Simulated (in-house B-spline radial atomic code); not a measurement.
Configurations of the potassium ion K²⁺, with energies counted from [Ne] 3s2 3p5. Method: non-relativistic PBE0, spin-polarised, spherical fractional occupations, point nucleus. Calculated with an all-electron radial atomic-structure program (B-spline basis). Shells without spins written out take the highest spin.

Caution: exact exchange at fractional occupations of open shells leaves self-interaction of up to several eV.

Occupations are held fixed; configurations that lie above the ionisation limit could autoionise.

```tsv
configuration	E - E(ref) (eV)	highest orbital	its <r> (bohr)
[Ne] 3s(1 up, 0 down) 3p6	16.558	3p down	1.362
[Ne] 3s2 3p4 4s1	25.83	4s up	3.193
[Ne] 3s2 3p4 4d1	35.372	4d up	4.913
[He] 2s2 2p5 3s2 3p6	280.5	3p down	1.288
[He] 2s2 2p5 3s2 3p5 3d1	307.62	3d up	1.622
[He] 2s2 2p5 3s2 3p5 4s1	311.5	4s up	3.121
[He] 2s2 2p(3 up, 2 down) 3s2 3p(2 up, 3 down) 4p(1 up, 0 down)	316.63	4p up	3.632
```

Problem. Order these further configurations by energy, lowest first.
A. [He] 2s2 2p5 3s2 3p5 4p1
B. [He] 2s2 2p(2 up, 3 down) 3s2 3p(3 up, 2 down) 4s(0 up, 1 down)
C. [Ne] 3s2 3p(1 up, 3 down) 4d(1 up, 0 down)
D. [Ne] 3s1 3p5 4p1
E. [Ne] 3s1 3p5 4s1

Solution. C (35.598 eV), E (43.563 eV), D (47.948 eV), B (312.26 eV), A (315.91 eV).

Problem. How far above the reference does [Ne] 3s1 3p5 3d1 lie?

Solution. 40.606 eV; its least bound orbital is 3d up with <r> = 1.758 bohr.

Problem. How far above the reference does [Ne] 3s2 3p4 4p1 lie?

Solution. 30.193 eV; its least bound orbital is 4p up with <r> = 3.704 bohr.
